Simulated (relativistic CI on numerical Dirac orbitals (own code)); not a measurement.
Line list: Electric-dipole lines, Ce⁶⁺

Calculated at this level of theory: Dirac-Coulomb-Breit CI, separate exchange-only KLI orbitals for each configuration, model QED (radiative potential, 1s self-energy scaled to tabulated hydrogen-like ionisation energies), unscaled Slater integrals (own radial code, finite nucleus).

Configurations in the expansion (outside the closed core [Kr] 4d10): 5s2 5p4, 5s2 5p3 4f, 5s 5p5, 5s2 5p3 5d, 5p6, 5s2 5p2 4f 5d, 5s 5p4 5d, 5s 5p4 4f, 5s2 5p3 5f, 5s 5p3 4f2, 5s2 5p3 5g, 5s2 5p3 6s, 5p5 4f, 5s2 5p3 6p, 5s 5p4 5f, 5s2 5p2 4f 6s, 5s 5p4 5g, 5s2 5p3 6d, 5p5 5d, 5s2 5p2 4f 5g, 5p5 6s, 5s 5p3 5d2, 5s2 5p2 5d 5f, 5s2 5p3 7s, 5s 5p3 4f 5f, 5p4 4f 5d, 5s 5p4 6s, 5s2 5p3 7p, 5s2 5p2 4f2, 5s2 5p 4f3, 5s2 5p 4f2 5d, 5s 5p2 4f2 5d, 5s 5p2 4f3, 5s2 5p 4f2 5f. Double excitations out of closed p, d and f shells are left out; levels of such configurations are missing from the list, as are those of other unlisted configurations, and high levels can miss mixing partners.

```tsv
λ vac (nm)	Lower	Upper	A (s⁻¹)	gf	Branching (%)
30.973	5s2 5p4 3P_2 [1]	5s2 5p2 4f 5d 3P°_1 [393]	6.40e+09	2.76e-01	54.9
32.787	5s2 5p4 3P_2 [1]	5s2 5p2 4f 5d 3D°_3 [317]	3.03e+09	3.42e-01	36.3
34.783	5s2 5p4 3P_2 [1]	5s 5p4 4f 1F°_3 [274]	9.10e+09	1.16e+00	75.9
34.824	5s2 5p4 3P_2 [1]	5s2 5p3 5d 3D°_2 [271]	5.18e+09	4.71e-01	8.9
34.889	5s2 5p4 3P_0 [2]	5s2 5p2 4f 5d 3D°_1 [314]	1.71e+10	9.36e-01	35.9
35.249	5s2 5p4 3P_2 [1]	5s2 5p3 5d 3D°_3 [268]	8.87e+09	1.16e+00	88.0
35.469	5s2 5p4 3P_1 [3]	5s2 5p2 4f 5d 3D°_2 [320]	2.02e+10	1.90e+00	72.2
35.640	5s2 5p4 1D_2 [4]	5s2 5p2 4f 5d 5F°_3 [353]	5.65e+09	7.54e-01	76.1
35.736	5s2 5p4 3P_2 [1]	5s 5p4 4f 3D°_2 [261]	9.43e+09	9.02e-01	39.6
35.760	5s2 5p4 3P_2 [1]	5s2 5p3 5d 1F°_3 [260]	1.38e+10	1.85e+00	88.1
35.767	5s2 5p4 1D_2 [4]	5s2 5p2 4f 5d 5F°_3 [349]	7.18e+09	9.64e-01	76.8
35.840	5s2 5p4 3P_1 [3]	5s2 5p3 5d 1D°_2 [315]	1.08e+10	1.04e+00	27.4
35.849	5s2 5p4 3P_1 [3]	5s2 5p2 4f 5d 3D°_1 [314]	2.51e+10	1.45e+00	52.8
35.967	5s2 5p4 1D_2 [4]	5s2 5p3 5d 1F°_3 [341]	4.49e+10	6.09e+00	97.1
36.105	5s2 5p4 3P_2 [1]	5s 5p4 4f 3F°_3 [254]	1.28e+10	1.74e+00	86.1
36.146	5s2 5p4 3P_2 [1]	5s 5p4 4f 3D°_2 [252]	2.03e+10	1.99e+00	93.9
36.316	5s2 5p4 1D_2 [4]	5s 5p3 4f2 7H°_3 [332]	3.25e+09	4.49e-01	63.7
36.520	5s2 5p4 3P_0 [2]	5s2 5p3 5d 3P°_1 [281]	4.37e+10	2.62e+00	79.1
36.641	5s2 5p4 3P_2 [1]	5s 5p4 4f 3F°_2 [246]	2.88e+09	2.90e-01	56.1
36.667	5s2 5p4 3P_2 [1]	5s2 5p3 5d 3S°_1 [245]	3.31e+10	2.00e+00	74.3
36.691	5s2 5p4 3P_1 [3]	5s2 5p2 4f 5d 3D°_1 [297]	2.04e+10	1.24e+00	54.6
36.771	5s2 5p4 1D_2 [4]	5s2 5p2 4f 5d 3D°_2 [320]	5.71e+09	5.79e-01	20.4
36.782	5s2 5p4 1D_2 [4]	5s2 5p2 4f 5d 3G°_3 [319]	5.51e+09	7.83e-01	74.2
36.840	5s2 5p4 3P_1 [3]	5s2 5p3 5d 3P°_0 [293]	7.14e+10	1.45e+00	99.5
36.917	5s2 5p4 3P_2 [1]	5s2 5p3 5d 3D°_3 [240]	4.16e+10	5.95e+00	97.4
36.929	5s2 5p4 3P_2 [1]	5s2 5p3 5d 3P°_2 [239]	2.85e+10	2.91e+00	96.4
37.169	5s2 5p4 1D_2 [4]	5s2 5p3 5d 1D°_2 [315]	2.56e+10	2.65e+00	64.8
37.338	5s2 5p4 1D_2 [4]	5s2 5p2 4f 5d 1F°_3 [313]	1.03e+10	1.50e+00	83.5
37.390	5s2 5p4 3P_2 [1]	5s2 5p3 5d 3P°_1 [227]	3.16e+10	1.99e+00	78.1
37.556	5s2 5p4 1D_2 [4]	5s2 5p2 4f 5d 5D°_2 [308]	9.94e+09	1.05e+00	82.8
37.684	5s2 5p4 1D_2 [4]	5s2 5p2 4f 5d 3D°_2 [305]	3.62e+09	3.86e-01	52.2
38.010	5s2 5p4 3P_1 [3]	5s2 5p3 5d 3D°_2 [271]	3.72e+10	4.03e+00	63.7
38.086	5s2 5p4 1D_2 [4]	5s2 5p2 4f 5d 3D°_1 [297]	1.47e+10	9.60e-01	39.3
38.130	5s2 5p4 3P_2 [1]	5s 5p4 4f 3P°_2 [216]	1.98e+10	2.15e+00	86.3
38.136	5s2 5p4 3P_2 [1]	5s 5p4 4f 3G°_3 [215]	3.80e+09	5.79e-01	69.0
38.170	5s2 5p4 3P_0 [2]	5s 5p4 4f 3D°_1 [258]	1.09e+10	7.16e-01	34.5
38.653	5s2 5p4 3P_2 [1]	5s2 5p3 5d 3F°_3 [206]	2.82e+09	4.42e-01	49.4
38.828	5s2 5p4 3P_1 [3]	5s2 5p3 5d 1P°_1 [264]	1.44e+10	9.75e-01	33.7
39.100	5s2 5p4 3P_1 [3]	5s 5p4 4f 3D°_2 [261]	1.19e+10	1.36e+00	50.0
39.509	5s2 5p4 1D_2 [4]	5s2 5p3 5d 3D°_2 [271]	1.51e+10	1.76e+00	25.8
40.393	5s2 5p4 1D_2 [4]	5s2 5p3 5d 1P°_1 [264]	2.12e+10	1.55e+00	49.6
40.927	5s2 5p4 1D_2 [4]	5s 5p4 4f 3D°_1 [258]	1.68e+10	1.27e+00	53.2
42.702	5s2 5p4 3P_1 [3]	5s2 5p3 5d 3F°_2 [203]	2.53e+09	3.46e-01	41.3
44.511	5s2 5p4 1D_2 [4]	5s2 5p3 5d 3F°_3 [206]	2.26e+09	4.70e-01	39.6
61.445	5s2 5p3 4f 5F_5 [10]	5s 5p4 4f 5D°_4 [192]	1.17e+09	5.97e-01	81.7
```

Terms are leading LS components. Brackets give the number of a level in order of energy, since labels repeat. The list gives strong lines, with weight on those to low levels, without lines whose two gauges differ by over a factor of 2.5, among the lowest 400 of 9563 levels, so that lines to higher ones, which can be the strongest, are missing. Levels whose partners in the same complex of configurations lie outside the list can be far off, and so can their lines. Rates are taken at the computed energies, electric ones in the length gauge.

At this charge configurations can still be misplaced by up to about 7 % of their energy. Levels and lines within the n = 5 or 6 shells can be off by up to 10 % or somewhat more, and those that change n by about 2 %, since core polarisation is missing. Levels that differ in their count of f electrons can be misplaced by several ten thousand cm⁻¹, since the correlation energy of f electrons is missing or only estimated; rates across such gaps can be off by orders of magnitude.

LS names give the leading component of a level, which can be under half, so a name can repeat, a term be missing and a line seem to break the LS rules.
